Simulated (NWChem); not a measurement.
Two isomers of C3H7NSi, each optimised at PBE0/def2-SVP with NWChem. Flexible species stand in one conformer each, which need not be the lowest. One or both are not confirmed as a minimum by frequencies.

A: C1=NCC[SiH2]1
B: C#C[SiH2]CN

### Question
Which is lower in energy, by how much, and how do their other properties compare?

### Answer
A is lower by 33.4 kcal/mol in electronic energy.
```
                                 A      B
---------------------------  -----  -----
highest occupied level (eV)  -6.87  -6.70
orbital gap (eV)              6.36   6.82
dipole (D)                    1.49   1.75
```
